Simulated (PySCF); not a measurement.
Caution: the highest occupied level lies above zero, so the state may not be bound.

B3LYP has the VWN-RPA correlation part, as in Gaussian. Delta-SCF ions had no search for a lower state. 

H$_{2}$FSi, SMILES `[SiH2-]F` (charge -1, multiplicity 1)

Level of theory: B3LYP-D3(BJ)/def2-TZVPD (PySCF 2.14.0).

```json
{
 "HOMO": "0.34 eV",
 "vertical detachment energy (Delta-SCF)": "2.01 eV",
 "total_energy": "-390.6697 Ha",
 "cost": "roughly 24 core-seconds"
}
```

Bond lengths (Å): F1–Si2 1.711, Si2–H3 1.555, Si2–H4 1.555. Bond angles (°): F1–Si2–H3 97.7, F1–Si2–H4 97.7, H3–Si2–H4 91.9.
Charge -1, spin multiplicity 1.
